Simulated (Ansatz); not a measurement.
# Energy differences in WO

Computed with Ansatz's Gaussian-basis code (development build). Basis cc-pwCVTZ-PP on W, cc-pVTZ on O, scalar-relativistic core potentials (60 electrons on W), no spin–orbit coupling, 1 orbital frozen in the corrections; active space CAS(12,10). Restricted Hartree–Fock, then the lowest state-specific CASSCF solution met for each case. Coupled cluster stands on the determinant that it favours, not always the lowest RHF. On stretched bonds single-reference methods can fail or change state. Unlike active orbitals can shift such differences by tenths of an eV, at times by over 1 eV.

Case A, triplet: bond length 1.6580 Å.

Case B, triplet: bond length 1.9067 Å.

Case C, singlet: the shape of A.

Energy less that of case A, in eV:

```csv
case,RHF/ROHF,CASSCF,CCSD(T)
B,+1.958,+1.325,+1.276
C,+0.969,+0.482,+0.862
```

Task: Give the SC-NEVPT2 energies against case A.

Result: B: +1.289 eV (29.7 kcal/mol); C: +1.043 eV (24.1 kcal/mol).

Task: Which case is lowest, and do the methods agree?

Result: A is lowest in SC-NEVPT2. Of the methods shown, RHF/ROHF, CASSCF, CCSD(T) agree.
